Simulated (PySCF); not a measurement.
A structure optimised at PBE0-D3(BJ)/def2-SVP (Å):
```
atom  x, y, z in Å
C1    -1.5247   -0.6076    0.3859
C2    -0.1762   -0.0388    0.1662
O3     0.8888   -0.7738    0.5483
C4     2.0532   -0.1569    0.3095
P5     1.9679    1.3911   -0.4095
C6     0.1957    1.1571   -0.3716
F7    -0.6939    2.0396   -0.8147
H8    -2.2779    0.0903   -0.0017
H9    -1.6402   -1.5730   -0.1308
H10   -1.7192   -0.7724    1.4574
H11    2.9279   -0.7339    0.6112
```

Neutral, closed shell.

Task: Read off the bonds between heavy atoms and their formal orders.

Result: C1–C2 1.48 Å (single); C2–O3 1.35 Å (aromatic); O3–C4 1.34 Å (aromatic); C4–P5 1.71 Å (aromatic); P5–C6 1.79 Å (aromatic); C6–F7 1.33 Å (single); C2–C6 1.36 Å (aromatic). Bonds to hydrogen (Å): C1–H8 1.10; C1–H9 1.10; C1–H10 1.10; C4–H11 1.09. The orders are those of one drawing; other resonance forms can be drawn.

Task: Which species is it?

Result: `Cc1ocpc1F`, C4H4FOP. Among its features: aromatic ring with oxygen and C–F bond.

Task: Which rings does it hold?

Result: C2–O3–C4–P5–C6 (5 members, 0.00 Å rms from planarity).

Task: Describe the place of each heavy atom.

Result: C1: benzylic-type carbon; C2: substituted aromatic carbon; O3: furan-type oxygen; C4: aromatic CH next to a ring oxygen; P5: phosphorus bonded to 2 C; C6: aromatic C–F carbon; F7: aryl fluorine.

Task: What is the arrangement about C2?

Result: It has 3 neighbours (C1, O3, C6) and is planar (angles 130.1°, 117.9° and 112.0°, sum 360.0°, 0.00 Å off the plane of its three neighbours).

Task: What is the arrangement about C1?

Result: It has 4 neighbours (C2, H8, H9, H10) and is tetrahedral (angles from 107.9° to 111.3°).

The numbers are calculated, not measured.
